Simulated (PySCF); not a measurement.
UHF on Zr (zirconium, neutral)

Configuration: [Kr] 4d4, high-spin 5D determinant (an excited configuration). All numbers are calculated (PySCF 2.14, scalar relativity by spin-free X2C-1e, in ANO-RCC-VDZP (6s5p3d1f, 43 functions)).

```
Total energy                                                  : -3595.986211 hartree
One-electron energy                                           : -4972.9554 hartree
Hartree (Coulomb) energy                                      : 1490.2740 hartree
Exchange energy                                               : -113.3049 hartree
⟨S²⟩                                                          : 6.0069
⟨L²⟩                                                          : 6.021
Sum of ⟨r⟩                                                    : 30.12 bohr
Sum of ⟨r²⟩                                                   : 51.26 bohr²
Traceless quadrupole moment −½Σ⟨3z² − r²⟩ along its main axis : -2.02 e·bohr²
Langevin diamagnetic susceptibility                           : -40.6 ×10⁻⁶ cm³/mol
```

```
shell  electrons  mean orbital energy (eV)  spread (eV)  rms radius, mean of both spins (bohr)
 1s β          1                  -18090.7            0                                 0.0426
 1s α          1                  -18090.6            0                                 0.0426
 2s α          1                   -2573.9            0                                  0.176
 2s β          1                   -2573.5            0                                  0.176
 2p α          3                   -2289.3        0.001                                  0.157
 2p β          3                   -2289.0        0.092                                  0.157
 3s α          1                   -448.23            0                                  0.487
 3s β          1                   -448.11            0                                  0.487
 3p α          3                   -352.68        0.157                                  0.496
 3p β          3                   -352.52        0.227                                  0.496
 3d α          5                   -195.65        0.460                                  0.495
 3d β          5                   -195.12        0.271                                  0.495
 4s α          1                   -63.638            0                                   1.31
 4s β          1                   -60.844            0                                   1.31
 4p α          3                   -37.548        0.512                                   1.50
 4p β          3                   -33.234        0.933                                   1.50
 4d α          4                    -4.109        0.870                                   2.72
```

Densities and radii are taken from the X2C orbitals without a picture-change correction, which distorts them close to the nucleus.

Spin-orbit constants ζ (cm⁻¹) from the X2C one-electron operator on these orbitals: bare nucleus, nucleus screened by l(l+1)(2l+1)/3 electrons, and screened by the Breit-Pauli mean field of the electrons.

| shell | bare | screened nucleus | mean field |
| --- | --- | --- | --- |
| 2p | 470100 | 446600 | n/a |
| 3p | 75580 | 71800 | n/a |
| 3d | 10350 | 7765 | n/a |
| 4p | 8268 | 7855 | n/a |
| 4d | 398.8 | 299.1 | n/a |

To first order the Landé constant is A = 74.78 cm⁻¹, so the lowest level has J = 0 and lies 0.0556 eV below the centre of the term. This holds in LS coupling only.
